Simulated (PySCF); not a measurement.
# N (nitrogen, neutral) across methods

[He] 2s1 2p4, high-spin 4P determinant (an excited configuration). All numbers are calculated (PySCF 2.14, no relativity, point nucleus, in dyall-av3z (15s9p3d2f, 71 functions)).

```json
{"method": "M06-L", "E (hartree)": "-54.2082", "mean ε 2s α (eV)": "-22.284", "mean ε 2p α (eV)": "-9.281", "mean ε 2p β (eV)": "-5.169", "Σ⟨r²⟩ (bohr²)": "12.94", "⟨S²⟩": "3.764"}
{"method": "UHF", "E (hartree)": "-54.00499", "mean ε 2s α (eV)": "-33.239", "mean ε 2p α (eV)": "-16.966", "mean ε 2p β (eV)": "-8.198", "Σ⟨r²⟩ (bohr²)": "13.56", "⟨S²⟩": "3.808"}
{"method": "TPSSh", "E (hartree)": "-54.2205", "mean ε 2s α (eV)": "-22.471", "mean ε 2p α (eV)": "-9.916", "mean ε 2p β (eV)": "-5.820", "Σ⟨r²⟩ (bohr²)": "13.29", "⟨S²⟩": "3.762"}
{"method": "LDA", "E (hartree)": "-53.7489", "mean ε 2s α (eV)": "-20.493", "mean ε 2p α (eV)": "-9.154", "mean ε 2p β (eV)": "-5.148", "Σ⟨r²⟩ (bohr²)": "13.63", "⟨S²⟩": "3.765"}
{"method": "PBE", "E (hartree)": "-54.1544", "mean ε 2s α (eV)": "-20.695", "mean ε 2p α (eV)": "-9.012", "mean ε 2p β (eV)": "-5.276", "Σ⟨r²⟩ (bohr²)": "13.51", "⟨S²⟩": "3.761"}
{"method": "wB97M-V", "E (hartree)": "-54.1919", "mean ε 2s α (eV)": "-26.047", "mean ε 2p α (eV)": "-13.309", "mean ε 2p β (eV)": "-8.928", "Σ⟨r²⟩ (bohr²)": "13.50", "⟨S²⟩": "3.762"}
{"method": "PBE0", "E (hartree)": "-54.1564", "mean ε 2s α (eV)": "-23.835", "mean ε 2p α (eV)": "-11.000", "mean ε 2p β (eV)": "-6.399", "Σ⟨r²⟩ (bohr²)": "13.32", "⟨S²⟩": "3.765"}
{"method": "BP86", "E (hartree)": "-54.2181", "mean ε 2s α (eV)": "-20.737", "mean ε 2p α (eV)": "-9.071", "mean ε 2p β (eV)": "-5.526", "Σ⟨r²⟩ (bohr²)": "13.44", "⟨S²⟩": "3.761"}
{"method": "r2SCAN", "E (hartree)": "-54.2051", "mean ε 2s α (eV)": "-22.329", "mean ε 2p α (eV)": "-9.700", "mean ε 2p β (eV)": "-5.321", "Σ⟨r²⟩ (bohr²)": "13.34", "⟨S²⟩": "3.771"}
```
